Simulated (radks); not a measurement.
Neutral silver, configuration [Kr] 4d10 5p1 (not the ground configuration). Calculated with a radial shooting solver on a logarithmic mesh with Libxc functionals: Dirac Kohn-Sham, BLYP, spin-unpolarised, spherical densities, finite nucleus; open shells fill j = l - 1/2 first; Fermi nuclear charge, rms radius 4.5454 fm.

Radial electron density D(r) = 4 pi r^2 rho(r):

r (bohr),D(r) (e/bohr)
0.002296,5.292
0.003112,8.676
0.004252,14.01
0.005762,21.52
0.00781,31.44
0.01067,43.28
0.01446,54.03
0.01975,60.37
0.02677,59.29
0.03628,53.76
0.04957,53.26
0.06718,64.25
0.09178,75.69
0.1244,68.33
0.1686,52.48
0.2303,55.33
0.3121,59.98
0.423,38.50
0.5779,18.00
0.7832,18.28
1.07,16.56
1.45,8.738
1.965,3.309
2.685,1.090
3.639,0.4107
4.931,0.1926
6.737,0.07928
9.13,0.02070
12.47,0.002541
16.91,0.0001312

D(r) has 4 maxima, at r = 0.0219, 0.0963, 0.288, 0.876 bohr, and minima at 0.0436, 0.189, 0.646 bohr, inside which lie 2.05, 11.19, 29.01 electrons.
